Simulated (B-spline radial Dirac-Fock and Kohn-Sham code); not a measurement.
# Dipole and non-dipole photoemission parameters of Sm 6s

System: atomic samarium, [Xe] 4f6 6s2; threshold 4.89 eV (orbital energy of the model). Method: Dirac-Hartree-Slater photoionisation with a Latter tail; cross sections with all multipoles, angular parameters from the dipole term and its interference with E2. Computed with a radial B-spline solver.

Input of the calculation (task.json; shells as n, l, electrons):

```json
{"items": [{
  "Z": 62,
  "q": 0,
  "cfg": [[1, 0, 2], [2, 0, 2], [2, 1, 6], [3, 0, 2], [3, 1, 6], [3, 2, 10], [4, 0, 2], [4, 1, 6], [4, 2, 10], [4, 3, 6], [5, 0, 2], [5, 1, 6], [6, 0, 2]],
  "A": 152,
  "rrms": 5.0819,
  "do": "xps",
  "hv": [80, 100, 103.0, 111.0, 131.0, 151.0, 194.0, 400, 500.0, 517.0, 600, 601.0, 705.0, 900.0, 1253.6, 1340.0, 1486.9, 1530.0, 1650.0, 2930.0, 2984.4, 4220.0, 5230.0, 5420.0, 5700.0, 6290.0, 6530.0, 7830.0, 11100.0, 12000],
  "edges": {"K": 46834.0, "L1": 7737.0, "L2": 7312.0, "L3": 6716.0, "M1": 1723.0, "M2": 1541.0, "M3": 1419.8, "M4": 1110.9, "M5": 1083.4, "N1": 347.2, "N2": 265.6, "N3": 247.4, "N4": 129.0, "N5": 129.0}
}]}
```

Command: `python xray2_run.py task.json out`

| hν (eV) | σ (kb) | β | γ |
| --- | --- | --- | --- |
| 80 | 18.1 | 1.846 | 0.094 |
| 100 | 14.3 | 1.874 | 0.143 |
| 103 | 13.9 | 1.877 | 0.149 |
| 111 | 12.8 | 1.884 | 0.164 |
| 131 | 10.5 | 1.898 | 0.197 |
| 151 | 8.77 | 1.908 | 0.223 |
| 194 | 6.34 | 1.922 | 0.265 |
| 400 | 2.28 | 1.948 | 0.338 |
| 500 | 1.63 | 1.953 | 0.342 |
| 517 | 1.55 | 1.954 | 0.341 |
| 600 | 1.24 | 1.957 | 0.336 |
| 601 | 1.23 | 1.957 | 0.336 |
| 705 | 0.961 | 1.960 | 0.323 |
| 900 | 0.651 | 1.964 | 0.290 |
| 1253.6 | 0.378 | 1.968 | 0.219 |
| 1340 | 0.338 | 1.969 | 0.201 |
| 1486.9 | 0.284 | 1.970 | 0.171 |
| 1530 | 0.270 | 1.971 | 0.163 |
| 1650 | 0.237 | 1.971 | 0.140 |
| 2930 | ? | ? | ? |
| 2984.4 | 0.0825 | 1.976 | -0.046 |
| 4220 | 0.0431 | 1.978 | -0.116 |
| 5230 | 0.0286 | 1.979 | -0.125 |
| 5420 | 0.0267 | 1.979 | -0.123 |
| 5700 | 0.0242 | 1.979 | -0.118 |
| 6290 | 0.0200 | 1.980 | -0.104 |
| 6530 | 0.0185 | 1.980 | -0.095 |
| 7830 | 0.0129 | 1.980 | -0.034 |
| 11100 | 0.00633 | 1.980 | 0.200 |
| 12000 | 0.00538 | 1.980 | 0.274 |

Q: Give the values at 2930 eV.

A: σ = 0.0854 kb, β = 1.976, γ = -0.041. For an s subshell δ is negligible.
